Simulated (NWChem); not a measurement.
System: GeSiH$_{5}$OF; SMILES F[SiH2][O][GeH3]

NWChem input:

```
start job
memory heap 200 mb stack 900 mb global 1100 mb
geometry units angstroms noautosym nocenter noautoz
  Si    -0.441215     1.774702    -0.061217
  F      1.081040     2.237762     0.264426
  O     -0.640230     0.204279     0.354511
  Ge     0.109465    -1.369643    -0.034575
  H     -0.635721     1.979115    -1.523046
  H     -1.358064     2.601129     0.761420
  H      1.266882    -1.596813     0.948739
  H     -1.002241    -2.411379     0.143463
  H      0.611717    -1.321738    -1.489363
end
basis spherical
  * library cc-pvtz
end
dft
  xc xpbe96 cpbe96
  iterations 150
  semidirect filesize 400000000
end
property
  efieldgrad
end
task dft property
```

Coordinates come from a PBE0/def2-SVP optimisation.

Vzz is the largest principal value of the second derivative of the potential at the nucleus (NWChem prints the opposite sign); η is the asymmetry. Non-relativistic.

Atoms are numbered as in the input.

**Question.** Predict the main results of this run. (PBE/cc-pVTZ.) Quantities: Vzz O3 (a.u.); η O3; Vzz Ge4 (a.u.); η Ge4.

**Answer.** Vzz O3 (a.u.): 1.102
η O3: 0.27
Vzz Ge4 (a.u.): 1.552
η Ge4: 0.04
